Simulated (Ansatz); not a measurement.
Coupled-cluster diagnostics for VH₂Cl₂, Ansatz.

Geometry of the doublet (PBE-D4/def2-TZVP):

Cartesian coordinates in Å:
```
V -0.0646 -0.0746 -0.0056
H 1.0548 0.4279 -1.0693
H 0.1909 1.0090 1.1767
Cl 0.7321 -1.8891 0.7703
Cl -1.9131 0.5268 -0.8721
```

Correlated methods freeze 15 core orbitals; core or outer-core shells of V are correlated, in sets that lack core-valence functions. No other spin state of charge 0 was run.

**Question.** Estimate the CCSD(T) correlation energy, the shares of MP2 and (T), T1 and the reference's ⟨S²⟩ for: charge 0, doublet, own geometry in def2-TZVPP; charge 1, singlet, vertical in def2-TZVPP; and the rough time on 4 threads of Intel Xeon Platinum 8488C on a shared host.

**Answer.** 
| state | basis | correlation (eV) | MP2 share (%) | (T) share (%) | T1 | ⟨S²⟩ (pure) | wall time | remarks |
| --- | --- | --- | --- | --- | --- | --- | --- | --- |
| charge 0, doublet, own geometry | def2-TZVPP | -26.313 | 88.5 | 5.3 | 0.053 | 1.32 (0.75) | 3.1 min | large T1 (0.053), spin-contaminated (⟨S²⟩ 1.32) |
| charge 1, singlet, vertical | def2-TZVPP | -27.984 | 93.1 | 6.9 | 0.044 | 0.00 (0.00) | 22 s | restricted SCF unstable |
Customary marks for T1 are 0.02 (closed shells), 0.045 (open shells) and about 0.05 (3d metals). T1 exceeds 0.02 in 2 of 2 rows and 0.045 in 1; the higher it lies, the less the single-reference result can be trusted.
